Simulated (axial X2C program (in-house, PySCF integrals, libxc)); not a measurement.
Testing model relations on Ge₂

A bond curve at the PBE0 level, with spin–orbit coupling, was computed with an axial X2C code built on PySCF integrals (basis Ge dyall-cv3z [9s9p7d4f1g] (cores contracted in-house)) for the state Ω = 1 (⟨Sz⟩ = 1.00, ⟨Lz⟩ = 0.00 at PBE0). Its fit gives Re = 2.3763 Å, ωe = 291.2 cm⁻¹, ωexe = 0.575 cm⁻¹ and αe = 2.474e-04 cm⁻¹; the masses are 73.9212 and 73.9212 u. Two-component means X2C with spin–orbit coupling and atomic mean-field Coulomb and Gaunt terms.

Q: Find the reduced mass, Be and the force constant.

A: From the PBE0 values: μ = 36.9606 u. Be = 16.8576/(μ Re²) = 0.08077 cm⁻¹. k = 5.8918×10⁻⁷ μ ωe² = 1.85 mdyn/Å.

Q: Estimate the centrifugal constant by the Kratzer relation.

A: D = 4Be³/ωe² = 2.49e-08 cm⁻¹.

Q: A Morse curve ties αe to the other constants (Pekeris). How well does that hold?

A: αe(Morse) = 6Be²/ωe × (√(ωexe/Be) − 1) = 2.242e-04 cm⁻¹; the PBE0 curve gives 2.474e-04 cm⁻¹, a ratio of 0.91.

Q: Where do the fundamental and the first overtone lie?

A: ν(1←0) = ωe − 2ωexe = 290.1 cm⁻¹; ν(2←0) = 2ωe − 6ωexe = 578.9 cm⁻¹.

One determinant describes the state; a PBE0 search over occupations chose it and may have missed a lower one. Density functionals use the spin component along the axis (collinear). PBE0 can misorder states that lie within some tenths of an eV, so this need not be the ground state of the molecule. The nearest other 2c determinant of the search, Ω = 2, lies 0.34 eV up at the distance of the search. With several unpaired electrons one determinant need not be a pure state. Open-shell Ω = 0 determinants with evenly filled partner blocks cannot be reached by this program, so the Ω shown need not be the lowest component. This is the Ω = 1 component of a π² triplet; the 0⁺ component is not one determinant and can lie lowest.
